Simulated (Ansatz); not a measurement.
Relaxation of CBF$_{2}$NO (6 atoms, charge 0, multiplicity 1), to a largest force component of 0.015 eV/Å in at most 40 steps.

Method: RKS PBE/def2-SVP in Ansatz 0.2.0.

```xyz
6
Properties=species:S:1:pos:R:3
O 1.080 -1.845 1.484
C 0.577 -1.238 0.467
N 0.085 -0.654 -0.578
B -0.346 0.777 -0.491
F -0.150 1.479 0.792
F -0.731 1.556 -1.654
```

Q: Where does it end, and by what steps?

A: It converged. The force dipped under the threshold on the way, but the program's further checks kept it going. After 10 steps the energy has fallen by 1.605 eV; N3 moved furthest, 0.62 Å.

| step | energy less start (eV) | largest force component (eV/Å) | accepted |
| --- | --- | --- | --- |
| 0 | 0.0000 | 6.671 | yes |
| 1 | -1.0028 | 2.955 | yes |
| 2 | -1.5042 | 1.534 | yes |
| 3 | -1.5833 | 0.873 | yes |
| 4 | -1.5904 | 1.199 | yes |
| 5 | -1.6040 | 0.253 | yes |
| 6 | -1.6049 | 0.019 | yes |
| 7 | -1.6050 | 0.004 | yes |
| 8 | -1.6050 | 0.022 | yes |
| 9 | -1.6050 | 0.030 | no |
| 10 | -1.6050 | 0.011 | yes |

```xyz
6
Properties=species:S:1:pos:R:3
O 1.059 -2.279 1.065
C 0.629 -1.317 0.539
N 0.183 -0.356 -0.048
B -0.298 0.931 -0.397
F -0.371 1.909 0.501
F -0.689 1.187 -1.640
```

Whether the end is a true minimum wasn't checked by a vibrational analysis.

Time of the run: 22 s on 1 thread of Arm Neoverse V2, with other jobs on the host, peak memory 0.14 GiB.
